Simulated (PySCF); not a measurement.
Chromium: a sound run and one with changed settings

Sound run: Cr²⁺ [Ar] 3d4, Cr³⁺ [Ar] 3d3. Computed with PySCF 2.14 in def2-SVP (5s3p2d1f, 31 functions), with the non-relativistic Hamiltonian (point nucleus). In the sound run the correlated levels freeze [Ar]. The sound run starts from symmetry-adapted Hartree-Fock orbitals and uses a fine grid where one is needed.

A second run was set up differently.

```json
{"species": "Cr²⁺", "method": "MP2", "sound run (hartree)": "-1042.43944", "changed run (hartree)": "-1042.57727", "converged": "yes"}
{"species": "Cr³⁺", "method": "MP2", "sound run (hartree)": "-1041.29313", "changed run (hartree)": "-1041.42946", "converged": "yes"}
```

Ionisation energy of Cr²⁺:

```json
{"method": "UHF", "sound run (eV)": "30.837", "changed run (eV)": "30.837"}
{"method": "MP2", "sound run (eV)": "31.193", "changed run (eV)": "31.234"}
{"method": "SCS-MP2", "sound run (eV)": "30.956", "changed run (eV)": "31.009"}
```

**Question.** What was changed?
A. level shift left on
B. too few SCF iterations
C. basis contracted for another Hamiltonian
D. all electrons correlated in a valence basis

**Answer.** D. A valence basis has no tight correlating functions, so it recovers only part of the core correlation, and not evenly between atom and ion.
